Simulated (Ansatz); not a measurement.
Abridged output of a molecular run in Ansatz:

```
Functional definition: HF
1995 factors; integrals over basis functions are off by at most 8.4e-4 eV
mean field evaluation 1: about -36140.4899 eV, gradient 5.2e1 eV
mean field evaluation 2: about -36140.9072 eV, gradient 5.2e1 eV
mean field evaluation 4: about -36145.9705 eV, gradient 4.1e0 eV
mean field evaluation 8: about -36146.0469 eV, gradient 3.1e-1 eV
mean field -36146.04717261 eV, -1328.3427329228 hartree, gradient 4.4e-6 eV, S^2 0.000000; 0 other end points of the search recorded, 0 dependent functions left out
19 core orbitals not correlated: weight in the atoms' cores, before any rotation towards them, 1.000 or more for the frozen orbitals, at most 0.000 for the correlated occupied ones
reference -36146.04717261 eV, -1328.3427329228 hartree; 22, 22 occupied and 293, 293 virtual orbitals, 1995 factors
second order -35.65590828 eV of doubles, -0.00000000 eV of singles
cycle   1  -36.11565486 eV  change   -4.6e-1 eV  update   1.2e-1
cycle   2  -36.91656026 eV  change   -8.0e-1 eV  update   3.4e-2
cycle   3  -37.09437901 eV  change   -1.8e-1 eV  update   1.7e-2
cycle   4  -37.07353136 eV  change    2.1e-2 eV  update   3.4e-3
cycle   5  -37.07198253 eV  change    1.5e-3 eV  update   1.5e-3
cycle   6  -37.07302954 eV  change   -1.0e-3 eV  update   4.3e-4
cycle   7  -37.07280912 eV  change    2.2e-4 eV  update   1.6e-4
cycle   8  -37.07271574 eV  change    9.3e-5 eV  update   4.5e-5
cycle   9  -37.07272949 eV  change   -1.4e-5 eV  update   1.7e-5
perturbative correction -1.30757818 eV, -0.0480526117 hartree
Total energy: -36184.42748028 eV, -1329.7531832144 hartree
```

Its atoms:

Z-matrix (Å, degrees):
```
C
O 1 1.413
H 1 1.090 2 107.9
H 1 1.093 2 110.9 3 119.1
H 1 1.095 2 111.5 3 -119.1
Si 2 1.614 1 126.4 3 171.3
O 6 1.624 2 112.5 1 60.3
F 6 1.583 2 105.8 1 178.8
H 6 1.471 2 113.0 1 -61.9
Si 7 1.624 6 149.9 2 55.1
Cl 10 2.053 7 109.9 6 -63.0
H 10 1.476 7 108.4 6 179.6
H 10 1.477 7 110.7 6 55.5
```

Q: Which basis set was used?
A. def2-SVPD
B. cc-pV(D+d)Z
C. def2-TZVPP
D. def2-QZVPP

A: C. It gives 334 functions.

Q: Write the keys of the input that set method, charge and spin (a neutral closed shell needs none for the last two).

A: 
```yaml
correlation: {method: ccsd_t}
```
